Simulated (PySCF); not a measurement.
**Electrostatic potential from atomic charges**

Species: `CC1=CC=C(F)C=C1`. Coordinates (GFN2-xTB, Å) and charges (e) from the PBE0/pcSseg-1 density (PySCF):

```csv
atom,x,y,z,Mulliken,IAO,Hirshfeld,ESP-fitted
C1,2.216,-0.235,-0.048,-0.1251,-0.4252,-0.1158,-0.5321
C2,0.727,-0.075,-0.003,-0.3473,+0.0059,+0.0041,+0.3061
C3,-0.099,-1.181,0.162,-0.0110,-0.1519,-0.0486,-0.2782
C4,-1.475,-1.046,0.186,-0.1369,-0.1910,-0.0679,-0.2690
C5,-2.021,0.215,0.039,+0.3202,+0.2880,+0.0831,+0.3413
F6,-3.365,0.357,0.063,-0.2898,-0.2751,-0.0924,-0.2089
C7,-1.229,1.335,-0.131,-0.1368,-0.1910,-0.0679,-0.2720
C8,0.145,1.179,-0.150,-0.0108,-0.1519,-0.0486,-0.2759
H9,2.533,-1.086,0.550,+0.1202,+0.1488,+0.0468,+0.1470
H10,2.542,-0.405,-1.074,+0.1377,+0.1551,+0.0462,+0.1525
H11,2.715,0.659,0.319,+0.1202,+0.1488,+0.0469,+0.1465
H12,0.340,-2.161,0.274,+0.0734,+0.1515,+0.0515,+0.1828
H13,-2.121,-1.900,0.316,+0.1063,+0.1681,+0.0556,+0.1879
H14,-1.687,2.305,-0.244,+0.1063,+0.1681,+0.0556,+0.1889
H15,0.776,2.046,-0.281,+0.0734,+0.1516,+0.0515,+0.1832
```

Points outside the species (Å): A (0.1, -2.3, -3.5); B (-5.0, -0.8, -5.2); C (3.3, 0.3, -3.7); D (-3.6, 3.1, 7.2).

Find the potential V = 14.3996 V·Å × Σ q/r of each set of charges at these points.

In volts:

```tsv
point	nearest atom	distance (Å)	Mulliken	IAO	Hirshfeld	ESP-fitted
A	H12	3.78	-0.051	-0.056	-0.014	-0.077
B	F6	5.63	-0.147	-0.134	-0.057	-0.100
C	H10	2.82	+0.263	+0.158	+0.076	+0.111
D	F6	7.65	-0.077	-0.065	-0.027	-0.051
```

How far are the other sets from the ESP-fitted one at these points?

Root-mean-square difference: IAO 0.032 V, Hirshfeld 0.044 V, Mulliken 0.082 V. The ESP scheme is a least-squares fit of atom-centred charges to the potential on four shells outside the van der Waals surface, with the total charge fixed.

What energy would a point charge of -1 e have at C in the field of the ESP charges, leaving out polarisation?

-0.111 eV = -10.7 kJ/mol, an attraction.

Geometry: GFN2-xTB; no solvent, vibrations or thermal averaging.
